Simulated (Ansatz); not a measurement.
Reaction (redistribution): `O[Si](O)(F)[SiH3]` + `CCOBO` → `O[SiH](F)[SiH3]` + `CCOB(O)O`

Program: Ansatz. Geometries: PBE0-D4/def2-TZVP. ΔE: electronic, gas phase. CCSD(T)/CBS is the MP2 limit (def2-TZVPP, def2-QZVPP) plus CCSD(T) − MP2 in def2-TZVPP, frozen cores. DFT in def2-TZVPP. B3LYP here is the variant with VWN-RPA as its local correlation; programs differ in this. One conformer a species, not always the lowest.

`O[Si](O)(F)[SiH3]`:

```xyz
10

O     0.445   -1.118   -1.522
Si   -0.450   -0.440   -0.332
O    -0.855   -1.616    0.713
F    -1.752    0.183   -1.028
Si    0.620    1.257    0.857
H     0.488   -0.669   -2.368
H    -1.067   -2.484    0.364
H     1.000    2.346   -0.083
H    -0.281    1.814    1.900
H     1.851    0.728    1.499
```

`CCOBO`:

```xyz
12

C    -0.066   -1.694    0.344
C     0.691   -0.392    0.445
O    -0.197    0.709    0.346
B    -0.186    1.539   -0.727
O    -1.068    2.567   -0.789
H     0.615   -2.538    0.475
H    -0.838   -1.751    1.113
H    -0.546   -1.789   -0.633
H     1.455   -0.325   -0.337
H     1.195   -0.316    1.413
H     0.588    1.393   -1.631
H    -1.642    2.597   -0.018
```

`O[SiH](F)[SiH3]`:

Z-matrix (Å, degrees):
```
Si
F 1 1.603
Si 1 2.339 2 109.3
O 1 1.636 2 110.2 3 117.2
H 1 1.488 2 105.0 3 -123.8
H 3 1.487 1 109.5 2 -177.0
H 3 1.486 1 110.3 2 62.6
H 3 1.487 1 109.6 2 -57.8
H 4 0.959 1 118.9 2 71.5
```

`CCOB(O)O`:

Z-matrix (Å, degrees):
```
C
C 1 1.507
H 1 1.092 2 110.2
H 1 1.092 2 110.8 3 119.9
H 1 1.092 2 110.7 3 -119.9
O 2 1.421 1 108.9 3 -179.8
H 2 1.095 1 110.8 3 -59.4
H 2 1.095 1 110.9 3 59.5
B 6 1.361 2 120.6 1 -177.6
O 9 1.366 6 120.7 2 0.1
O 9 1.369 6 119.6 2 -179.9
H 10 0.959 9 111.8 6 179.9
H 11 0.960 9 111.8 6 0.0
```

Q: Is it downhill or uphill in electronic energy at CCSD(T)/CBS, and by how much? (An estimate is asked.)

A: Computed: Uphill: ΔE = +2.9 kJ/mol.

Q: What do these levels give: r2SCAN-D4, B3LYP-D4, B2PLYP, PBE, B3LYP, CCSD/CBS(def2)? (An estimate is asked.)

A: Ansatz gave: r2SCAN-D4 1.6, B3LYP-D4 2.7, B2PLYP 2.7, PBE 0.3, B3LYP 1.0, CCSD/CBS(def2) 1.6 kJ/mol.

Largest T1 diagnostic among the species: 0.013.

In def2-TZVPP, CCSD(T) changes the Hartree–Fock value by +5.7 kJ/mol (the triples alone add +1.3 kJ/mol) and MP2 by +8.5 kJ/mol.
